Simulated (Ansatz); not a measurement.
Calculated with Ansatz (gas phase, PBE0-D4/def2-TZVP geometries, no zero-point term in ΔE). CCSD(T)/CBS is the MP2 limit (def2-TZVPP, def2-QZVPP) plus CCSD(T) − MP2 in def2-TZVPP, frozen cores. This one scheme is used for every species. Functionals use def2-TZVPP. B3LYP here is the variant with VWN-RPA as its local correlation; programs differ in this. One conformer a species, not always the lowest.

`O/C=N/[SiH2]Cl` + `CO[SiH2]S` → `CO[SiH2]S[SiH2]Cl` + `N=CO`  (ligand exchange at the Si–N bond)

`O/C=N/[SiH2]Cl`:

```xyz
9

O    -0.555    1.169    2.091
C     0.047    0.633    1.031
N    -0.566   -0.013    0.145
Si    0.070   -0.750   -1.257
Cl    2.114   -0.489   -1.432
H    -1.497    0.957    2.021
H     1.120    0.842    1.056
H    -0.181   -2.206   -1.202
H    -0.552   -0.143   -2.453
```

`CO[SiH2]S`:

```xyz
10

C     1.198   -1.084   -0.453
O     0.712    0.073    0.192
Si   -0.783    0.681   -0.094
S    -1.209    2.224    1.295
H     2.130   -1.377    0.031
H     0.490   -1.918   -0.377
H     1.401   -0.894   -1.512
H    -1.772   -0.425    0.001
H    -0.871    1.328   -1.429
H    -1.295    1.392    2.347
```

`CO[SiH2]S[SiH2]Cl`:

Z-matrix (Å, degrees):
```
C
O 1 1.411
H 1 1.092 2 108.8
H 1 1.093 2 109.8 3 119.0
H 1 1.095 2 111.9 3 -120.4
Si 2 1.630 1 126.8 3 129.6
S 6 2.148 2 112.6 1 108.0
H 6 1.484 2 109.1 1 -14.4
H 6 1.479 2 109.7 1 -137.3
Si 7 2.115 6 99.6 2 -45.0
Cl 10 2.060 7 112.2 6 -55.3
H 10 1.478 7 106.8 6 -173.9
H 10 1.478 7 112.0 6 63.9
```

`N=CO`:

Cartesian coordinates in Å:
```
N 0.813 0.030 0.643
C -0.301 0.041 0.059
O -0.418 -0.177 -1.254
H 0.711 0.214 1.636
H -1.282 0.219 0.506
H 0.477 -0.327 -1.590
```

| level | ΔE (kJ/mol) | difference from CCSD(T)/CBS |
| --- | --- | --- |
| PBE-D4 | -12.4 | -5.1 |
| r2SCAN-D4 | -5.8 | 1.5 |
| B3LYP-D4 | -5.3 | 2.0 |
| PBE | -4.2 | 3.1 |
| r2SCAN | -3.5 | 3.8 |
| B3LYP | 7.9 | 15.2 |
| HF/def2-TZVPP | 14.5 | 21.8 |
| CCSD/def2-TZVPP | -1.3 | 6.0 |
| HF/CBS(def2) | 15.4 | 22.7 |
| MP2/CBS(def2) | -9.3 | -2.0 |
| CCSD(T)/CBS | -7.3 | 0 |

Largest T1 diagnostic among the species: 0.014.

In def2-TZVPP, CCSD(T) changes the Hartree–Fock value by −18.9 kJ/mol (the triples alone add −3.1 kJ/mol) and MP2 by −21.0 kJ/mol. The D4 term adds −13.1 kJ/mol with B3LYP and −7.6 kJ/mol with PBE0; it sums over pairs of atoms, weighted by their polarisabilities, and B3LYP, whose exchange is more repulsive, gets the larger term.
